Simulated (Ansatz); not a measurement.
Mulliken charges of H₃NbO₄, SMILES `[O]=[Nb]([OH])([OH])[OH]` from r2SCAN/def2-TZVPP in Ansatz (PBE0-D4/def2-TZVP geometry).

```
atom   x (Å)   y (Å)   z (Å)  charge (e)
  O1  -1.476   0.237   0.907      -0.533
 Nb2  -0.044   0.002   0.027       1.522
  O3   1.444   0.334   1.162      -0.552
  O4  -0.014   1.204  -1.445      -0.552
  O5   0.013  -1.791  -0.603      -0.552
  H6   1.457   0.594   2.084       0.222
  H7  -0.663   1.858  -1.706       0.222
  H8  -0.624  -2.495  -0.482       0.222
```

By hand: the dipole of these point charges (1 e Å = 4.8032 D).

Σ q r = (-0.039, 0.007, 0.024) e Å, of length 0.046 e Å = 0.22 D.

How does the dipole of the full density compare? (Best estimate.)

Computed: (-0.075, 0.012, 0.046) e Å, 0.43 D; the point charges give 0.51 times that, at 1° from its direction.

Point charges leave out the atoms' own dipoles, such as those of lone pairs, and Mulliken's split depends on the basis, so the two needn't agree.
